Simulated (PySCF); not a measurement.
A PySCF script (with the pyscf-properties extension) for the NMR shieldings of SMILES C(C)C#C[Si@H](O)OC, C₅H₁₀O₂Si, on a GFN2-xTB geometry:

```python
import basis_set_exchange as bse
import numpy as np
from pyscf import gto, dft
from pyscf.prop import nmr

atoms = """
C     2.942439    0.692917   -0.416237
C     2.526809   -0.649447    0.188134
C     1.084612   -0.801040    0.201661
C    -0.115003   -0.918276    0.201428
Si   -1.967109   -1.024867    0.227704
O    -2.544558   -2.354234   -0.495146
O    -2.590728    0.218045   -0.628380
C    -2.330515    1.572729   -0.445337
H     2.579070    0.778558   -1.438045
H     2.530868    1.515506    0.164694
H     4.026772    0.781630   -0.423121
H     2.898591   -0.725339    1.214593
H     2.962586   -1.468824   -0.391389
H    -2.457080   -1.083662    1.599383
H    -2.759170   -2.336823   -1.424069
H    -2.846090    2.126807   -1.231124
H    -1.257273    1.772345   -0.504636
H    -2.692980    1.910292    0.529191
"""
names = dict.fromkeys(["C", "Si", "O", "H"], "pcSseg-1")
basis = {el: gto.basis.parse(bse.get_basis(n, elements=[el], fmt="nwchem")) for el, n in names.items()}
mol = gto.M(atom=atoms, basis=basis, charge=0, verbose=0)
mf = dft.RKS(mol, xc="PBE0")
mf.grids.level = 2
mf.grids.alignment = dft.numint.BLKSIZE   # the property module wants whole blocks of grid points
mf.conv_tol = 1e-9
mf.kernel()

calc = nmr.RKS(mf)   # GIAO
C = mf.mo_coeff
Co = C[:, mf.mo_occ > 0]
resp = mf.gen_response(singlet=True, hermi=2)
def vind(x):   # induced exchange potential for any number of trial vectors
    d = np.einsum("pi,xij,qj->xpq", C, 2 * x.reshape(-1, C.shape[1], Co.shape[1]), Co, optimize=True)
    return np.einsum("xpq,pi,qj->xij", resp(d - d.transpose(0, 2, 1)), C, Co, optimize=True).ravel()
mo1, _ = nmr.rhf.solve_mo1(calc, with_cphf=vind)
sigma = calc.kernel(mo1)
for i, s in enumerate(sigma):   # ppm
    print("%2d %-2s %9.2f" % (i, mol.atom_pure_symbol(i), np.trace(s) / 3))
```

**Question.** What are the results?

**Answer.** 
```
 0 C     170.16
 1 C     170.61
 2 C      72.74
 3 C     100.51
 4 Si    400.72
 5 O     293.22
 6 O     311.45
 7 C     135.83
 8 H      30.43
 9 H      30.47
10 H      30.62
11 H      29.34
12 H      29.35
13 H      27.11
14 H      29.86
15 H      27.82
16 H      27.81
17 H      28.03
```

These numbers come from an equivalent density-fitted implementation of the same equations, which agrees with the script to about 0.01 ppm for H and up to a few tenths of a ppm for heavy atoms, so last digits may differ.

**Question.** Turn these shieldings into chemical shifts. Scale: 13C (186.93 ppm), 29Si (349.16 ppm), 1H (31.72 ppm) vs TMS; 17O (336.08 ppm) vs H2O (reference shieldings calculated alike).

**Answer.** Averaging equivalent atoms: C 2: 114.2; C 3: 86.4; C 7: 51.1; C 0: 16.8; C 1: 16.3; Si 4: -51.6; O 5: 42.9; O 6: 24.6; H 13: 4.61; H 15/16/17: 3.83; H 11: 2.38; H 12: 2.36; H 14: 1.86; H 8/9/10: 1.21 ppm. Experimental scales use liquid or dissolved standards, which lie at an offset from isolated H2O (liquid H2O: subtract about 36 ppm).

Size and cost of the density-fitted run: 193 basis functions, 120 s wall time on 1 thread of an Intel Xeon, shared host; peak memory 0.85 GiB.
